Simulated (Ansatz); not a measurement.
`[AsH2][SiH]1CO1` and `[TeH][SiH]1CO1` differ in one atom or group.

Ansatz, PBE0-D4/def2-TZVP geometries, multiplicity 1. 

Elements past krypton have def2 core potentials. Scalar relativity is left out up to krypton.

```json
{"property": "size of the dipole moment (ωB97M-V/def2-TZVPP) / D", "`[AsH2][SiH]1CO1`": "1.99"}
{"property": "LUMO energy (ωB97M-V/def2-TZVPP) / eV", "`[AsH2][SiH]1CO1`": "1.21"}
{"property": "HOMO–LUMO gap (ωB97M-V/def2-TZVPP) / eV", "`[AsH2][SiH]1CO1`": "10.92"}
{"property": "HOMO–LUMO gap (PBE/def2-TZVPP) / eV", "`[AsH2][SiH]1CO1`": "4.88"}
{"property": "HOMO energy (PBE/def2-TZVPP) / eV", "`[AsH2][SiH]1CO1`": "-6.32"}
{"property": "size of the dipole moment (PBE/def2-TZVPP) / D", "`[AsH2][SiH]1CO1`": "1.73"}
```

Problem. What does the change do to each property? (Best estimate.)

Solution. The calculation gave: 
```
                                          property  `[TeH][SiH]1CO1`  shift
size of the dipole moment (ωB97M-V/def2-TZVPP) / D              1.70  -0.29
             LUMO energy (ωB97M-V/def2-TZVPP) / eV              0.81  -0.40
           HOMO–LUMO gap (ωB97M-V/def2-TZVPP) / eV              9.68  -1.24
               HOMO–LUMO gap (PBE/def2-TZVPP) / eV              3.91  -0.97
                 HOMO energy (PBE/def2-TZVPP) / eV             -5.73   0.59
    size of the dipole moment (PBE/def2-TZVPP) / D              1.50  -0.23
```

With PBE0 the HOMO rises by 0.75 eV and the LUMO falls by 0.41 eV, so the gap narrows by about 1.16 eV. PBE moves the HOMO by 0.59 eV and ωB97M-V by 0.84 eV. Dipoles are sizes alone; their direction can turn.

Spin–orbit coupling is left out; it splits and shifts lone-pair levels of the heavy atoms by tenths of an eV.
